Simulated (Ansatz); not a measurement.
Ansatz (an electronic-structure program) input file for C₄H₁₂O₄Si, SMILES CO[Si](OC)(OC)OC, PBE0/def2-SVPD. Geometry: PBE0-D3(BJ)/def2-SVP. The isomer is the one that the SMILES or the coordinates give; other isomers of the formula were not compared. Other conformers were not sampled.

Ansatz 0.2 input:
```yaml
crystal:
  periodic: [false, false, false]
  atoms:
    - {symbol: C, position_ang: [0.85667910, -2.04908007, -1.54826587]}
    - {symbol: O, position_ang: [-0.17573470, -1.37734054, -0.87686605]}
    - {symbol: Si, position_ang: [-0.00000000, 0.00000000, 0.00000000]}
    - {symbol: O, position_ang: [-1.37734051, 0.17573469, 0.87686609]}
    - {symbol: C, position_ang: [-2.04908003, -0.85667912, 1.54826591]}
    - {symbol: O, position_ang: [1.37734055, -0.17573468, 0.87686603]}
    - {symbol: C, position_ang: [2.04908009, 0.85667915, 1.54826583]}
    - {symbol: O, position_ang: [0.17573467, 1.37734053, -0.87686608]}
    - {symbol: C, position_ang: [-0.85667917, 2.04908005, -1.54826587]}
    - {symbol: H, position_ang: [1.75982130, -2.13683274, -0.92117605]}
    - {symbol: H, position_ang: [1.13349906, -1.53081118, -2.48312025]}
    - {symbol: H, position_ang: [0.51021913, -3.06082156, -1.80831885]}
    - {symbol: H, position_ang: [-3.06082151, -0.51021916, 1.80831893]}
    - {symbol: H, position_ang: [-1.53081112, -1.13349910, 2.48312028]}
    - {symbol: H, position_ang: [-2.13683271, -1.75982131, 0.92117609]}
    - {symbol: H, position_ang: [2.13683275, 1.75982133, 0.92117598]}
    - {symbol: H, position_ang: [1.53081122, 1.13349913, 2.48312020]}
    - {symbol: H, position_ang: [3.06082158, 0.51021918, 1.80831880]}
    - {symbol: H, position_ang: [-1.13349916, 1.53081115, -2.48312023]}
    - {symbol: H, position_ang: [-1.75982134, 2.13683273, -0.92117601]}
    - {symbol: H, position_ang: [-0.51021921, 3.06082153, -1.80831887]}
basis:
  gaussian:
    orbitals: def2-SVPD
hamiltonian:
  xc: {name: PBE0}
```

It prints:

```
WARN ansatz: RAYON_NUM_THREADS=2 ignored (pool sized by the plan → 2); use --threads N
Functional definition: PBE0
integrals: 0.39 GiB planned
2429 factors; their error is unknown
mean field: 3.14 GiB planned
mean field evaluation 1: about -20371.6258 eV, gradient 8.4e1 eV
mean field evaluation 2: about -20361.9567 eV, gradient 1.1e2 eV
mean field evaluation 4: about -20385.0999 eV, gradient 3.4e0 eV
mean field evaluation 8: about -20385.1647 eV, gradient 3.4e-2 eV
mean field evaluation 16: about -20385.1647 eV, gradient 1.5e-5 eV
mean field -20385.16465981 eV, -749.1409836870 hartree, gradient 1.5e-5 eV, S^2 0.000000; 0 other end points of the search recorded, 0 dependent functions left out
reference -20385.16470303 eV, -749.1409852756 hartree; 41, 41 occupied and 251, 251 virtual orbitals, 2429 factors
Total energy: -20385.16470303 eV, -749.1409852756 hartree
```

The calculation finished and met its thresholds.

Cost: roughly 23 core-seconds.
